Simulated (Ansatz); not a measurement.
Calculated with Ansatz (gas phase, PBE0-D4/def2-TZVP geometries, no zero-point term in ΔE). CCSD(T)/CBS adds triple-zeta CCSD(T) − MP2 to the extrapolated MP2 energy (def2 sets, frozen cores). This one scheme is used for every species, atoms too. Functionals use def2-TZVPP. No spin–orbit coupling; open shells (•) take unrestricted orbitals. Spin–orbit coupling would lower the free atoms: a little for C, Si; clearly for Ge. For Ge outer-core shells are correlated without core-valence functions, so the limit isn't a true one: a few kJ/mol of doubt a bond, and 10 to 20 or more in all where bonds break to atoms. Scalar relativity is left out up to krypton. Each species was taken in one conformer, which may not be the lowest.

Reaction (atomization): `C[SiH2][GeH2][PH2]` → C• + Ge• + 9 H• + P• + Si•

`C[SiH2][GeH2][PH2]`:

Z-matrix (Å, degrees):
```
C
Si 1 1.875
H 1 1.092 2 110.9
H 1 1.092 2 110.8 3 120.1
H 1 1.092 2 110.7 3 -120.1
Ge 2 2.381 1 110.5 3 -59.8
H 2 1.489 1 110.4 3 -179.4
H 2 1.490 1 110.5 3 61.2
P 6 2.330 2 108.2 1 -58.0
H 6 1.543 2 111.3 1 64.6
H 6 1.541 2 111.5 1 -175.0
H 9 1.420 6 94.9 2 162.2
H 9 1.421 6 93.6 2 68.9
```

```json
{"level": "ωB97M-V", "ΔE (eV)": "41.28"}
{"level": "r2SCAN", "ΔE (eV)": "41.19"}
{"level": "MP2/def2-QZVPP", "ΔE (eV)": "40.45"}
{"level": "HF/CBS(def2)", "ΔE (eV)": "30.62"}
```

(1) What does CCSD(T)/CBS give? (An estimate is asked.)

Largest T1 diagnostic among the species: 0.012.

Results:

(1) Ansatz gave: +41.28 eV. The listed levels differ from it by 0.00, -0.09, -0.83, -10.66 eV.

From PBE to PBE0 (25 % exact exchange), in def2-TZVPP and without D4, ΔE moves by −0.14 eV: exact exchange takes away binding that semilocal exchange gives to molecules. The D4 term adds +0.51 eV with B3LYP and +0.27 eV with PBE0; it sums over pairs of atoms, weighted by their polarisabilities, and B3LYP, whose exchange is more repulsive, gets the larger term.

B3LYP here is the variant with VWN-RPA as its local correlation; programs differ in this.

For atomizations the MP2-based limit and the directly extrapolated one differ by several kJ/mol either way, and by 10 to 25 for some Ge, Se and Sn compounds, so smaller differences from it don't rank the levels.
